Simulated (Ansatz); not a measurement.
Geometry optimisation of CH₈OSiSn, SMILES `[CH3][SnH2][SiH2]O`.

```yaml
crystal:
  periodic: [false, false, false]
  atoms:
    - {symbol: C, position_ang: [-1.630632, 1.068177, 0.849131]}
    - {symbol: Sn, position_ang: [-0.642308, -0.812254, 0.371645]}
    - {symbol: Si, position_ang: [1.797103, -0.409442, -0.414396]}
    - {symbol: O, position_ang: [1.810467, 0.547690, -1.810895]}
    - {symbol: H, position_ang: [-1.145870, 1.533923, 1.728304]}
    - {symbol: H, position_ang: [-1.552961, 1.756021, -0.014058]}
    - {symbol: H, position_ang: [-2.697825, 0.883805, 1.076607]}
    - {symbol: H, position_ang: [-1.531270, -1.567501, -0.919450]}
    - {symbol: H, position_ang: [-0.733378, -1.868912, 1.745938]}
    - {symbol: H, position_ang: [2.568180, 0.379109, 0.605359]}
    - {symbol: H, position_ang: [2.508823, -1.728586, -0.620630]}
    - {symbol: H, position_ang: [1.326672, 0.162771, -2.563553]}
basis:
  gaussian: {orbitals: def2-TZVP}
hamiltonian: {xc: pbe0, dispersion: d4}
relax: {f_tol: 0.005, max_steps: 150}
```

```sh
$ ansatz run in.yaml --threads 4 --pin off --events-out ev --progress --plain --max-ram 10444MiB
```

Shortened log:

```
Functional definition: PBE0
mean field -16919.15418875 eV, -621.7674482220 hartree, gradient 1.9e-5 eV, S^2 0.000000; 0 other end points of the search recorded, 0 dependent functions left out
relax step   1: F+E_penalty+E_count = -16919.36185588 eV  Δ(F+E_penalty+E_count) = +0.000e0 eV  max|allowed force component| = 8.952e-1 eV/Å  Δτ_max = 0.0000 Å  (28 SCF iters, accepted)
mean field -16919.19745450 eV, -621.7690382091 hartree, gradient 1.9e-5 eV, S^2 0.000000; 0 other end points of the search recorded, 0 dependent functions left out
relax step   2: F+E_penalty+E_count = -16919.40764776 eV  Δ(F+E_penalty+E_count) = -4.579e-2 eV  max|allowed force component| = 4.873e-1 eV/Å  Δτ_max = 0.0640 Å  (30 SCF iters, accepted)
mean field -16919.21075379 eV, -621.7695269490 hartree, gradient 1.7e-5 eV, S^2 0.000000; 0 other end points of the search recorded, 0 dependent functions left out
relax step   3: F+E_penalty+E_count = -16919.41998121 eV  Δ(F+E_penalty+E_count) = -1.233e-2 eV  max|allowed force component| = 2.368e-1 eV/Å  Δτ_max = 0.0240 Å  (30 SCF iters, accepted)
mean field -16919.21357702 eV, -621.7696307004 hartree, gradient 1.7e-5 eV, S^2 0.000000; 0 other end points of the search recorded, 0 dependent functions left out
relax step   4: F+E_penalty+E_count = -16919.42235883 eV  Δ(F+E_penalty+E_count) = -2.378e-3 eV  max|allowed force component| = 2.020e-1 eV/Å  Δτ_max = 0.0412 Å  (31 SCF iters, accepted)
mean field -16919.21347939 eV, -621.7696271129 hartree, gradient 1.7e-5 eV, S^2 0.000000; 0 other end points of the search recorded, 0 dependent functions left out
relax step   5: F+E_penalty+E_count = -16919.42228677 eV  Δ(F+E_penalty+E_count) = +7.206e-5 eV  max|allowed force component| = 8.774e-2 eV/Å  Δτ_max = 0.0262 Å  (31 SCF iters, rejected (line search))
mean field -16919.21511115 eV, -621.7696870789 hartree, gradient 1.7e-5 eV, S^2 0.000000; 0 other end points of the search recorded, 0 dependent functions left out
relax step   6: F+E_penalty+E_count = -16919.42391042 eV  Δ(F+E_penalty+E_count) = -1.552e-3 eV  max|allowed force component| = 2.938e-2 eV/Å  Δτ_max = 0.0126 Å  (32 SCF iters, accepted)
mean field -16919.21530415 eV, -621.7696941715 hartree, gradient 1.7e-5 eV, S^2 0.000000; 0 other end points of the search recorded, 0 dependent functions left out
relax step   7: F+E_penalty+E_count = -16919.42407354 eV  Δ(F+E_penalty+E_count) = -1.631e-4 eV  max|allowed force component| = 1.482e-2 eV/Å  Δτ_max = 0.0292 Å  (31 SCF iters, accepted)
mean field -16919.21543705 eV, -621.7696990556 hartree, gradient 1.7e-5 eV, S^2 0.000000; 0 other end points of the search recorded, 0 dependent functions left out
relax step   8: F+E_penalty+E_count = -16919.42414611 eV  Δ(F+E_penalty+E_count) = -7.257e-5 eV  max|allowed force component| = 6.483e-3 eV/Å  Δτ_max = 0.0115 Å  (32 SCF iters, accepted)
mean field -16919.21547487 eV, -621.7697004454 hartree, gradient 1.7e-5 eV, S^2 0.000000; 0 other end points of the search recorded, 0 dependent functions left out
relax step   9: F+E_penalty+E_count = -16919.42417404 eV  Δ(F+E_penalty+E_count) = -2.793e-5 eV  max|allowed force component| = 1.832e-3 eV/Å  Δτ_max = 0.0064 Å  (32 SCF iters, accepted)
mean field -16919.21559287 eV, -621.7697047816 hartree, gradient 1.7e-5 eV, S^2 0.000000; 0 other end points of the search recorded, 0 dependent functions left out
relax step  10: F+E_penalty+E_count = -16919.42422270 eV  Δ(F+E_penalty+E_count) = -4.867e-5 eV  max|allowed force component| = 9.206e-3 eV/Å  Δτ_max = 0.0270 Å  (31 SCF iters, accepted)
mean field -16919.21564581 eV, -621.7697067273 hartree, gradient 1.7e-5 eV, S^2 0.000000; 0 other end points of the search recorded, 0 dependent functions left out
relax step  11: F+E_penalty+E_count = -16919.42423018 eV  Δ(F+E_penalty+E_count) = -7.471e-6 eV  max|allowed force component| = 7.046e-3 eV/Å  Δτ_max = 0.0085 Å  (32 SCF iters, accepted)
mean field -16919.21565178 eV, -621.7697069467 hartree, gradient 1.0e-5 eV, S^2 0.000000; 0 other end points of the search recorded, 0 dependent functions left out
relax step  12: F+E_penalty+E_count = -16919.42423779 eV  Δ(F+E_penalty+E_count) = -7.618e-6 eV  max|allowed force component| = 4.388e-3 eV/Å  Δτ_max = 0.0023 Å  (23 SCF iters, accepted)
mean field -16919.21565178 eV, -621.7697069467 hartree, gradient 1.3e-5 eV, S^2 0.000000; 1 other end points of the search recorded, 0 dependent functions left out
Total energy: -16919.42428029 eV, -621.7773739028 hartree
Atom 0 at    -1.631521     1.054673     0.879797 Å, force    -0.003802    -0.001371     0.000877 eV/Å
Atom 1 at    -0.658177    -0.779196     0.335451 Å, force     0.001043    -0.000377     0.000657 eV/Å
Atom 2 at     1.772407    -0.386512    -0.420137 Å, force     0.000822    -0.000522     0.003831 eV/Å
Atom 3 at     1.849557     0.469844    -1.835493 Å, force    -0.001186     0.000368    -0.004388 eV/Å
Atom 4 at    -1.120043     1.506777     1.729488 Å, force     0.000003     0.000644    -0.001838 eV/Å
Atom 5 at    -1.607720     1.750045     0.040861 Å, force     0.000765     0.000031     0.001917 eV/Å
Atom 6 at    -2.668657     0.857984     1.151416 Å, force     0.002565     0.000421    -0.001246 eV/Å
Atom 7 at    -1.548598    -1.506478    -0.940459 Å, force    -0.000150     0.000524    -0.000195 eV/Å
Atom 8 at    -0.716286    -1.856432     1.667703 Å, force    -0.000394     0.000243    -0.000630 eV/Å
Atom 9 at     2.498823     0.443631     0.573827 Å, force    -0.000235    -0.001453    -0.001811 eV/Å
Atom 10 at     2.479562    -1.695006    -0.543464 Å, force    -0.000200     0.001182    -0.000084 eV/Å
Atom 11 at     1.427655     0.085470    -2.604988 Å, force     0.000766     0.000311     0.002911 eV/Å
Dipole moment:    -0.140760    -0.028187    -0.115529 e Å
```

It took 42 s on 4 threads of an Arm Neoverse V1 on a shared host, with 0.53 GiB of host memory at the peak.
